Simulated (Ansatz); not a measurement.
The cluster Mg2Cl2⁺. Charge 1, multiplicity 2. Geometry PBE0-D4/def2-TZVP, basis def2-TZVP, Ansatz.

Cartesian coordinates in Å:
```
Mg -0.859 -0.678 0.442
Mg 2.341 1.889 -1.381
Cl -1.834 -1.696 2.043
Cl 0.351 0.486 -1.104
```

| run | HOMO (eV) | LUMO (eV) |
| --- | --- | --- |
| A | -10.66 | -7.65 |
| B | -10.01 | -7.85 |
| C | -12.89 | -5.70 |
| D | -10.27 | -8.00 |
| E | -9.87 | -8.51 |

LC-ωPBE has ω = 0.4 bohr⁻¹. HSE06 is defined as in plane-wave codes, on full-range PBE exchange. Another isomer (doublet) lies 0.17 eV lower at PBE0-D4/def2-TZVP; other spin states weren't run for this one.

HOMO and LUMO are taken over both spins.

Q: The runs used HSE06, LC-ωPBE, PBE, PBE0, r2SCAN. Estimate which is which.

A: A PBE0 (25 % exact exchange); B r2SCAN (0 % exact exchange); C LC-ωPBE (range-separated); D HSE06 (range-separated); E PBE (0 % exact exchange). Exact exchange lowers occupied and raises empty levels; among semilocal functionals meta-GGAs tend to open the gap a little, and such runs are hard to tell apart. The gap grows from 1.36 eV (PBE) to 7.20 eV (LC-ωPBE).
